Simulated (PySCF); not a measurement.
C₂H₆Si (SMILES C[Si]C), singlet, geometry from GFN2-xTB. Base run: MN15/6-31G in PySCF.

Geometry (Å):
```xyz
9

Si    -0.2578     0.1156     0.6993
C      0.7471     1.2673    -0.4726
H      0.9257     2.2431    -0.0248
H      0.2251     1.4337    -1.4155
H      1.7209     0.8379    -0.7104
C     -0.4058    -1.4204    -0.4533
H      0.5745    -1.7923    -0.7533
H     -0.9562    -1.1808    -1.3637
H     -0.9287    -2.2418     0.0329
```
All else is at PySCF's defaults.
Base energy -368.96052 Eh.

Variants of this job, named by their change:

```tsv
change	ΔE vs base (mEh)	grid points	electrons on the grid
base	0.000	106264	31.99998
grids.prune = dft.gen_grid.treutler_prune	-0.001	92624	31.99998
grids.level = 4	-0.006	180384	32.00000
grids.level = 7	-0.006	560944	32.00000
small_rho_cutoff = 0	0.000	106264	31.99998
grids.atom_grid = (75, 302)	0.004	131136	31.99996
grids.atom_grid = (30, 110)	2.568	22192	31.99951
grids.atom_grid = (150, 974)	-0.006	730504	32.00000
grids.radi_method = gauss_chebyshev	-0.001	103552	31.99998
grids.radi_method = mura_knowles	0.000	101000	31.99998
grids.level = 0	-69.439	7520	32.01670
```
